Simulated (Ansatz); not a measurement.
Reactions of BH₅O₂Si (`OB(O)[SiH3]`).

Computed with Ansatz on PBE0-D4/def2-TZVP structures; ΔE is electronic, products minus reactants. CBS: MP2 limit from def2 TZ/QZ plus the TZ coupled-cluster correction, frozen cores. This one scheme is used for every species, atoms too. Functionals use def2-TZVPP. Open shells (•) are unrestricted, without spin–orbit coupling. Spin–orbit coupling would lower the free atoms: a little for B, O, Si. def2 core potentials past Kr. For Te outer-core shells are correlated without core-valence functions, so the limit isn't a true one: a few kJ/mol of doubt a bond, and 10 to 20 or more in all where bonds break to atoms. One conformer a species, not always the lowest.

| reaction | CCSD(T)/CBS(def2) (kJ/mol) |
| --- | --- |
| `OB(O)[SiH3]` + HCl → `OB([SiH3])Cl` + H₂O | 21 |
| `OB(O)[SiH3]` + `O[SiH3]` → `OB([SiH3])O[SiH3]` + H₂O | -18 |
| `OB(O)[SiH3]` + `CC(C)[TeH]` → `CC(C)[Te]B(O)O` + SiH₄ | ? |
| `OB(O)[SiH3]` + `N[SiH3]` → `OB([SiH3])N[SiH3]` + H₂O | ? |
| `OB(O)[SiH3]` + `OCF` → `OB([SiH3])OCF` + H₂O | -1 |
| `OB(O)[SiH3]` + `FC(F)(F)[TeH]` → `OB(O)[Te]C(F)(F)F` + SiH₄ | -85 |
| `OB(O)[SiH3]` + `O[SiH2]N[SiH3]` → `[SiH3]N[SiH2]O[SiH3]` + `OBO` | -142 |
| `OB(O)[SiH3]` + `O[SiH3]` → `[SiH3]O[SiH3]` + `OBO` | -141 |
| `OB(O)[SiH3]` → B• + 5 H• + 2 O• + Si• | 3302 |
| `OB(O)[SiH3]` → `OBO` + `[SiH2]` | ? |

Task: Fill in the missing values. (Estimate.)

Result: Ansatz gave: `OB(O)[SiH3]` + `CC(C)[TeH]` → `CC(C)[Te]B(O)O` + SiH₄: -77.9 kJ/mol; `OB(O)[SiH3]` + `N[SiH3]` → `OB([SiH3])N[SiH3]` + H₂O: +1.0 kJ/mol; `OB(O)[SiH3]` → `OBO` + `[SiH2]`: +199.2 kJ/mol.

Largest T1 diagnostic: 0.014, for `[SiH2]`.
